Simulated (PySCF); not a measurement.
Species: BBrH8Si3.
Atom-mapped SMILES: `[SiH3:1][BH:2][Si@H:3]([SiH3:4])[Br:5]` (hydrogens: H6, H7, H8 on Si1; H9 on B2; H10 on Si3; H11, H12, H13 on Si4)

Level of theory: PySCF 2.14.0, PBE0-D3(BJ)/def2-SVP geometry optimisation, gas phase.

Q: What internal coordinates does the optimisation give?

A: 
```tsv
bond	length (bohr)
Si1–B2	3.801
B2–Si3	3.760
Si3–Si4	4.455
Si3–Br5	4.255
Si1–H6, Si1–H7, Si1–H8	2.830
B2–H9	2.287
Si3–H10	2.823
Si4–H11, Si4–H12, Si4–H13	2.823
```

Bonds in one row agree within 0.02 bohr and their mean is given. A selection of angles:
```tsv
angle	degrees
B2–Si1–H6	112.1
B2–Si1–H7	114.2
B2–Si1–H8	105.1
H6–Si1–H7	109.0
H6–Si1–H8	108.0
Si1–B2–Si3	120.7
Si1–B2–H9	121.8
Si3–B2–H9	117.5
B2–Si3–Si4	105.4
B2–Si3–Br5	112.3
B2–Si3–H10	116.4
Si4–Si3–Br5	104.0
Si4–Si3–H10	110.7
Br5–Si3–H10	107.3
Si3–Si4–H11	111.6
Si3–Si4–H12	108.2
H11–Si4–H12	109.9
```

Dihedral angles: Si1–B2–Si3–Si4 93° (anticlinal).

B2 (three-coordinate boron) is planar (angles 121.8°, 120.7° and 117.5°, sum 359.9°, 0.02 Å off the plane of its three neighbours). Si4 (SiH3 silicon) is tetrahedral (angles from 108.2° to 111.6°). The B–Si distances run from 1.990 Å (B2–Si3, drawn single) to 2.011 Å (Si1–B2, drawn single), a spread of 0.021 Å. Si1 (SiH3 silicon) is distorted tetrahedral (angles from 105.1° to 114.2°). Si3 (SiH silicon) is distorted tetrahedral (angles from 104.0° to 116.4°).

Point group: C1 (no symmetry element, even within 0.4 Å). Stationary, but not proved a minimum. The numbers are those of one conformer.

The run took 2.7 min of wall time on an Arm Neoverse V1 with one thread, shared host with 32 logical CPUs at a one-minute load of 8.4, and the process peaked at 0.58 GiB of memory. That covers the optimisation of the geometry.
